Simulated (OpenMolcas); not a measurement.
**4d3 along the 39-electron sequence**

| Quantity | Value |
| --- | --- |
| Program | OpenMolcas |
| Method | CASSCF |
| Basis | ANO-RCC-VTZP |
| Scalar Hamiltonian | DKH2, point nucleus |
| Spin-orbit coupling | RASSI with atomic mean-field integrals over the reference wave functions, term energies averaged over their components |

Active space for each ion: 3 electrons in 5 orbitals (4d).

Computed levels in cm-1 above 4F 3/2:

```csv
Level,Tc4+,Ru5+,Rh6+,Pd7+
4F 5/2,1037,1388,1823,2406
4F 7/2,2347,3106,4028,5229
4F 9/2,3835,5015,6415,8187
4P 1/2,14820,16525,18162,19897
4P 3/2,14872,16494,17984,19474
2G 7/2,16275,18371,20422,22670
4P 5/2,16448,18685,20970,23550
2G 9/2,17154,19377,21521,23822
2P 1/2,21209,23928,26618,29594
weight of 4F in the lowest level (%),99,99,98,97
```

Mixed levels, with the weight of the term that names them: Rh6+ 2G 9/2 (68 %), Pd7+ 2G 9/2 (61 %).

The fine-structure level 4F 9/2 changes by a factor of 2.13 from Tc4+ to Pd7+. Its fourth root runs 7.87, 8.42, 8.95, 9.51, with steps per unit of Z of 0.55, 0.53, 0.56; equal steps would mean a (Z - σ)^4 law with constant σ.

4P 1/2 changes by a factor of 1.34 over the same range, with steps per unit of Z of +1700, +1640, +1740 cm-1.

Without dynamic correlation excited terms often stand tens of per cent too high (terms of higher spin than the ground term too low), and those without a measured partner can miss by more than the paired ones. Terms from blocks run as CI alone lack orbitals of their own. Levels of configurations outside the active space are missing.
